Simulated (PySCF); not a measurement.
C₄H₁₁NSi. Atoms are numbered in the order given.

```xyz
17

C      2.8476    -0.2253    -0.5370
Si     1.1780    -0.7792     0.1086
N     -0.0013     0.4716    -0.2330
C     -1.2434     0.4921     0.0432
C     -1.9721    -0.6328     0.7639
C     -2.0881     1.6822    -0.3453
H      2.7996    -0.0465    -1.6230
H      3.6224    -0.9847    -0.3433
H      3.1540     0.7155    -0.0524
H      0.7809    -2.0675    -0.5488
H      1.2630    -1.0324     1.5847
H     -1.5194    -0.7967     1.7560
H     -3.0446    -0.4331     0.8997
H     -1.8602    -1.5741     0.2006
H     -2.9133     1.3672    -1.0078
H     -2.5574     2.1282     0.5491
H     -1.4720     2.4344    -0.8538
```

Coordinates come from a B3LYP-D3(BJ)/def2-SVP optimisation. A frequency run showed that this geometry is not a minimum. The structure was generated by enumeration, and PubChem lists no compound with its InChIKey, so it may never have been made. One conformer was computed; it need not be the lowest.

Method: SMD-PBE0/def2-SVP (PySCF).

Solvation free energies are E(SMD) − E(gas) at the gas-phase geometry, for 1 M in both phases. In vacuum the dipole moment is 1.52 D.

Task: Estimate the solvation free energies in water, acetonitrile, 2-propanol. (Estimate from the structure and the level; the computed values follow.)

Result: 
| solvent | ΔG(solv) (kcal/mol) | its non-electrostatic (CDS) part | dipole (D) |
|---|---|---|---|
| water | -0.1 | 4.3 | 2.20 |
| acetonitrile | -4.1 | 0.1 | 2.18 |
| 2-propanol | -4.1 | 0.0 | 2.15 |
